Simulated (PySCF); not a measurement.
Electronic structure of Co (cobalt, neutral) at the UHF level

Configuration: [Ar] 3d7 4s1 4p1, one real determinant (an excited configuration). All numbers are calculated (PySCF 2.14, the spin-free X2C one-electron Hamiltonian (Gaussian nucleus), in aug-cc-pVTZ-DK (8s7p5d3f2g, 93 functions)).

- Total energy: -1391.815677 hartree
- One-electron energy: -1925.9540 hartree
- Hartree (Coulomb) energy: 592.8420 hartree
- Exchange energy: -58.7037 hartree
- ⟨S²⟩: 8.7523
- ⟨L²⟩: 14.013
- Sum of ⟨r⟩: 22.41 bohr
- Sum of ⟨r²⟩: 43.93 bohr²
- Traceless quadrupole moment −½Σ⟨3z² − r²⟩ along its main axis: -7.84 e·bohr²
- Langevin diamagnetic susceptibility: -34.8 ×10⁻⁶ cm³/mol

| shell | electrons | mean orbital energy (eV) | spread (eV) | rms radius, mean of both spins (bohr) |
| --- | --- | --- | --- | --- |
| 1s α | 1 | -7777.5 | 0 | 0.0648 |
| 1s β | 1 | -7777.3 | 0 | 0.0648 |
| 2s α | 1 | -967.69 | 0 | 0.276 |
| 2s β | 1 | -964.90 | 0 | 0.276 |
| 2p α | 3 | -825.36 | 0.195 | 0.249 |
| 2p β | 3 | -822.65 | 0.075 | 0.249 |
| 3s α | 1 | -130.90 | 0 | 0.831 |
| 3s β | 1 | -123.01 | 0 | 0.831 |
| 3p α | 3 | -88.303 | 0.401 | 0.889 |
| 3p β | 3 | -79.042 | 0.540 | 0.889 |
| 3d α | 5 | -20.451 | 1.563 | 1.17 |
| 3d β | 2 | -16.764 | 0.129 | 1.17 |
| 4s α | 1 | -10.191 | 0 | 3.17 |
| 4p α | 1 | -5.196 | 0 | 4.21 |

⟨L²⟩ = 14.01 against 20 for a pure G term, so this real determinant mixes terms.

Densities and radii are taken from the X2C orbitals without a picture-change correction, which distorts them close to the nucleus.

Spin-orbit constants ζ (cm⁻¹) from the X2C one-electron operator on these orbitals: bare nucleus, nucleus screened by l(l+1)(2l+1)/3 electrons, and screened by the Breit-Pauli mean field of the electrons.

| shell | bare | screened nucleus | mean field |
| --- | --- | --- | --- |
| 2p | 83820 | 77610 | 74810 |
| 3p | 10330 | 9562 | 9156 |
| 3d | 941.5 | 592.8 | 534.8 |
| 4p | 296.8 | 274.8 | 260.0 |

To first order the Landé constant is A = -67.22 cm⁻¹, so the lowest level has J = 13/2 and lies 0.0833 eV below the centre of the term. This holds in LS coupling only.
